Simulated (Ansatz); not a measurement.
CH₅AlOSi, relaxed with RKS PBE-D4/def2-SVP in Ansatz 0.2.0 from a rough embedded geometry. The force threshold is 0.03 eV/Å; the program also tests the step.

Total charge 0; spin multiplicity 1.

Start:

```xyz
9

C    -0.038    0.807    0.354
Al   -1.533   -0.420    0.303
O    -0.375   -1.332   -0.841
Si    0.864   -0.317   -0.681
H    -0.228    1.820   -0.128
H     0.418    1.003    1.382
H    -2.384   -0.946    1.567
H     1.986   -0.942    0.062
H     1.291    0.327   -2.016
```

```tsv
step	energy (eV)	largest force (eV/Å)	largest move (Å)
1	-17622.4800	4.185	0.000
2	-17623.1594	2.073	0.196
3	-17623.3518	0.858	0.180
4	-17623.4032	0.216	0.129
5 (rejected)	-17623.3878	0.472	0.105
6	-17623.4106	0.082	0.053
7	-17623.4143	0.063	0.088
8	-17623.4146	0.050	0.013
9	-17623.4152	0.003	0.012
```

End:

```xyz
9

C     0.026    0.923    0.475
Al   -1.346   -0.518    0.508
O    -0.361   -1.490   -0.586
Si    0.889   -0.319   -0.686
H    -0.271    1.888    0.013
H     0.554    1.145    1.426
H    -2.759   -0.931    1.112
H     2.192   -0.864   -0.164
H     1.075    0.165   -2.099
```

Run time 15 s (2 threads of an Arm Neoverse V2 on a shared host); peak host memory 0.15 GiB.
